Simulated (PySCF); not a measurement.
H (SMILES [H-]), charge -1, singlet (in this run its highest filled SCF level lies above zero, so its values depend strongly on the basis, on diffuse functions most of all). Base run: PBE/6-31G, TDA run with PySCF.

Input for PySCF:
```python
from pyscf import gto, scf, dft, tdscf

mol = gto.M(
    atom='''
H     0.000000    0.000000    0.000000
''',
    basis='6-31g',
    charge=-1,
    spin=0,
    verbose=4,
)

mf = dft.RKS(mol)
mf.xc = 'pbe'
mf.kernel()
td = mf.TDA()
td.nstates = 5
td.kernel()
td.analyze()
```

The base run was repeated with changes; each row names its change, and settings that it needs were set with it.

| change | first excitation (eV) | oscillator strength of the first |
|---|---|---|
| base | 29.62 | 0.000 |
| states = triplets | 23.38 | - |
| basis = 6-31+G* | 29.62 | 0.000 |
| functional = lc_wpbe | 29.63 | 0.000 |
| functional = wb97x | 29.79 | 0.000 |
| basis = aug-cc-pVTZ | 4.74 | 0.000 |
| basis = def2-SVPD | 7.53 | 0.515 |
| response = full linear response | 29.43 | 0.000 |
| functional = pbe0 | 29.74 | 0.000 |
| basis = def2-SVP | 20.66 | 0.000 |

An iterative solver can miss low states, so a row lists the states that it found.
